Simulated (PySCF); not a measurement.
# `C=C=CS(=O)(=O)C(F)(F)F`, C4H3F3O2S

Geometry (Å), atoms numbered from 1 in this order:
```xyz
13

C     2.5602   -0.2927   -0.3945
C     1.5453   -0.0517    0.3638
C     0.4858    0.2262    1.0503
S    -0.8910    0.9922    0.2083
O    -0.4691    1.6962   -0.9579
O    -1.7642    1.6202    1.1448
C    -1.7982   -0.5589   -0.4149
F    -2.1059   -1.3396    0.6217
F    -0.9857   -1.2514   -1.2156
F    -2.9052   -0.2656   -1.0760
H     3.3624    0.4174   -0.5056
H     2.6518   -1.2217   -0.9323
H     0.3094    0.0297    2.0902
```

Method used: PySCF 2.14.0, TDDFT B3LYP/def2-SVPD excited states, vertical, gas phase. Geometry: GFN2-xTB.

Problem. How strongly do the lowest singlets absorb one photon, and two photons of half the energy?

Solution. δ for parallel linear polarisation; σ at the peak of a Lorentzian of half width 0.1 eV, single beam; Ω is circular over linear.
```csv
state,E (eV),f,photon λ (nm),δ (au),σ (GM),Ω,main
S1,5.26,0.001,472,0.39,0.00,1.40,HOMO→LUMO 0.91
S2,6.02,0.002,412,15.4,0.20,0.69,"HOMO−1→LUMO+1 0.70, HOMO−1→LUMO 0.15"
S3,6.31,0.017,393,48,0.70,0.69,"HOMO−2→LUMO 0.59, HOMO→LUMO+1 0.15"
S4,6.37,0.048,389,86.5,1.29,0.63,"HOMO→LUMO+1 0.46, HOMO−2→LUMO 0.27"
S5,6.50,0.006,382,7.77,0.12,0.86,HOMO−3→LUMO 0.83
```

Among these, the strongest one-photon state is S4, the strongest two-photon state S4, with a dipole change of 4.8 D (relaxed, norm of the difference vector).
